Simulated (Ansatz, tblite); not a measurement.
Removing an electron: NbSe(OH)3 (NbSeO3H3). Charge 0, multiplicity 1. Geometry: r2SCAN-D4/def2-SVP. Ansatz, gas phase; energy differences of separate SCF runs; the oxidised species was run as a doublet alone.

```xyz
8

Nb    0.034    0.011   -0.010
Se    2.143    0.667   -0.644
O    -0.803   -0.926   -1.418
H    -0.524   -1.170   -2.309
O    -1.012    1.520    0.424
H    -0.837    2.470    0.429
O     0.133   -1.117    1.499
H     0.866   -1.455    2.028
```

In the def2 sets Nb takes a core potential; there is no spin–orbit coupling. The xTB rows come from tblite. Correlated methods freeze 12 core orbitals; core or outer-core shells of Nb, Se are correlated, in sets that lack core-valence functions. The rows differ in basis, and correlated rows in double-zeta sets carry the largest basis error.

```json
{"level": "GFN2-xTB", "−HOMO (eV)": "11.19", "vertical IE (eV)": "13.96", "−LUMO (eV)": "8.34", "HOMO–LUMO gap (eV)": "2.84", "remarks": "–"}
{"level": "HF/def2-SVP", "−HOMO (eV)": "–", "vertical IE (eV)": "8.36", "−LUMO (eV)": "–", "HOMO–LUMO gap (eV)": "–", "remarks": "test for broken spin undecided (singlet)"}
{"level": "PBE0-D4/def2-TZVP", "−HOMO (eV)": "7.26", "vertical IE (eV)": "9.25", "−LUMO (eV)": "1.85", "HOMO–LUMO gap (eV)": "5.41", "remarks": "–"}
{"level": "MP2/def2-SVP", "−HOMO (eV)": "–", "vertical IE (eV)": "9.37", "−LUMO (eV)": "–", "HOMO–LUMO gap (eV)": "–", "remarks": "test for broken spin undecided (singlet)"}
{"level": "CCSD/def2-SVP", "−HOMO (eV)": "–", "vertical IE (eV)": "9.10", "−LUMO (eV)": "–", "HOMO–LUMO gap (eV)": "–", "remarks": "test for broken spin undecided (singlet)"}
```

Question: Estimate the rows for GFN1-xTB, PBE-D4/def2-TZVP, r2SCAN-D4/def2-TZVP, CCSD(T)/def2-SVP.

Answer: 
```json
{"level": "GFN1-xTB", "−HOMO (eV)": "10.22", "vertical IE (eV)": "13.33", "−LUMO (eV)": "8.14", "HOMO–LUMO gap (eV)": "2.07", "remarks": "–"}
{"level": "PBE-D4/def2-TZVP", "−HOMO (eV)": "6.16", "vertical IE (eV)": "9.17", "−LUMO (eV)": "2.55", "HOMO–LUMO gap (eV)": "3.61", "remarks": "–"}
{"level": "r2SCAN-D4/def2-TZVP", "−HOMO (eV)": "6.43", "vertical IE (eV)": "9.24", "−LUMO (eV)": "2.49", "HOMO–LUMO gap (eV)": "3.93", "remarks": "–"}
{"level": "CCSD(T)/def2-SVP", "−HOMO (eV)": "–", "vertical IE (eV)": "9.15", "−LUMO (eV)": "–", "HOMO–LUMO gap (eV)": "–", "remarks": "test for broken spin undecided (singlet)"}
```

  Raw xTB energy differences between charge states are shifted by several eV; the methods need an empirical correction for them.
